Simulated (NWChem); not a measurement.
System: C$_{3}$H$_{6}$O; SMILES OC1CC1

NWChem input:

```
start job
memory heap 200 mb stack 900 mb global 1100 mb
geometry units angstroms noautosym nocenter noautoz
  O     -0.076396    -1.446920    -0.225850
  C     -0.005049    -0.246098     0.460803
  C     -0.755955     0.896394    -0.126613
  C      0.750526     0.906269    -0.134483
  H      0.764279    -1.902271    -0.109634
  H     -0.004832    -0.330586     1.557573
  H     -1.290299     1.576855     0.541247
  H     -1.256279     0.694738    -1.077286
  H      1.241059     0.724205    -1.094772
  H      1.281822     1.592499     0.530975
end
basis spherical
  O library def2-svp
  C library def2-svp
  H library def2-svp
end
dft
  xc b3lyp
  iterations 150
  mulliken
end
task dft energy
esp
  recalculate
  probe 0.07
  range 0.3
  factor 1.0
  spacing 0.02
end
task esp
```

Excerpt of the output:

```
             Northwest Computational Chemistry Package (NWChem) 7.3.0
             --------------------------------------------------------

                             Geometry "geometry" -> ""
                             -------------------------

 Output coordinates in angstroms (scale by  1.889725989 to convert to a.u.)

  No.       Tag          Charge          X              Y              Z
 ---- ---------------- ---------- -------------- -------------- --------------
    1 O                    8.0000    -0.07639600    -1.44692000    -0.22585000
    2 C                    6.0000    -0.00504900    -0.24609800     0.46080300
    3 C                    6.0000    -0.75595500     0.89639400    -0.12661300
    4 C                    6.0000     0.75052600     0.90626900    -0.13448300
    5 H                    1.0000     0.76427900    -1.90227100    -0.10963400
    6 H                    1.0000    -0.00483200    -0.33058600     1.55757300
    7 H                    1.0000    -1.29029900     1.57685500     0.54124700
    8 H                    1.0000    -1.25627900     0.69473800    -1.07728600
    9 H                    1.0000     1.24105900     0.72420500    -1.09477200
   10 H                    1.0000     1.28182200     1.59249900     0.53097500

 Effective nuclear repulsion energy (a.u.)     124.6409625312

                                 NWChem DFT Module
                                 -----------------

 Summary of "ao basis" -> "ao basis" (spherical)
 ------------------------------------------------------------------------------
       Tag                 Description            Shells   Functions and Types
 ---------------- ------------------------------  ------  ---------------------
 O                          def2-svp                 6       14   3s2p1d
 C                          def2-svp                 6       14   3s2p1d
 H                          def2-svp                 3        5   2s1p

            General Information
            -------------------
          SCF calculation type: DFT
          Wavefunction type:  closed shell.
          No. of atoms     :    10
          No. of electrons :    32
           Alpha electrons :    16
            Beta electrons :    16
          Charge           :     0
          Spin multiplicity:     1
          Use of symmetry is: off; symmetry adaption is: off
          Maximum number of iterations: 150
          AO basis - number of functions:    86
                     number of shells:    42
          Convergence on energy requested:  1.00D-06
          Convergence on density requested:  1.00D-05
          Convergence on gradient requested:  5.00D-04

              XC Information
              --------------
                         B3LYP Method XC Potential
                     Hartree-Fock (Exact) Exchange  0.200
                        Slater Exchange Functional  0.800 local
                    Becke 1988 Exchange Functional  0.720 non-local
              Lee-Yang-Parr Correlation Functional  0.810
                  VWN I RPA Correlation Functional  0.190 local

             Grid Information
             ----------------
          Grid used for XC integration:  medium
          Radial quadrature: Mura-Knowles
          Angular quadrature: Lebedev.
          Tag              B.-S. Rad. Rad. Pts. Rad. Cut. Ang. Pts.
          ---              ---------- --------- --------- ---------
          O                   0.60       49          10.0       434
          C                   0.70       49          10.0       434
          H                   0.35       45          11.0       434
          Grid pruning is: on
          Number of quadrature shells:   466
          Spatial weights used:  Erf1

      Superposition of Atomic Density Guess
      -------------------------------------

 Sum of atomic energies:        -190.56125950

      Non-variational initial energy
      ------------------------------

 Total energy =    -193.233716
 1-e energy   =    -503.795271
 2-e energy   =     185.920593
 HOMO         =      -0.319739
 LUMO         =       0.103033

[...]

                     NWChem Electrostatic Potential Fit Module
                     -----------------------------------------

 Atom parameters

 Number of atoms is                                   10
 Number of basis functions is                         86

 Grid parameters

 Maximum number of grid points is                  38224
 Number of grid points is                          38223
 Grid range                                     0.300000 nm
 Grid spacing                                   0.020000 nm
 Probe radius                                   0.070000 nm
 Atom radius factor                             1.000000

 Atomic radii

    1    0.100000
    6    0.147000
    8    0.136000
 FASTESP  F
  using M.O. file = ./job.movecs

    Atom              Coordinates                           Charge

                                                  ESP

    1 O    -0.007640   -0.144692   -0.022585   -0.567197
    2 C    -0.000505   -0.024610    0.046080    0.315143
    3 C    -0.075596    0.089639   -0.012661   -0.131473
    4 C     0.075053    0.090627   -0.013448   -0.265006
    5 H     0.076428   -0.190227   -0.010963    0.351990
    6 H    -0.000483   -0.033059    0.155757   -0.014292
    7 H    -0.129030    0.157686    0.054125    0.050540
    8 H    -0.125628    0.069474   -0.107729    0.085785
    9 H     0.124106    0.072421   -0.109477    0.098613
   10 H     0.128182    0.159250    0.053098    0.075898
                                            ------------
                                                0.000000

 Dipole moment                                  0.556396

 Quadrupole moment Qxx                          0.838038
                   Qyy                         -0.638186
                   Qzz                         -0.199852

 RMS deviation kJ/mol                           0.067112

 RRMS %                                        36.611140
```

Level: B3LYP/def2-SVP. The geometry was optimised at PBE0/def2-SVP.
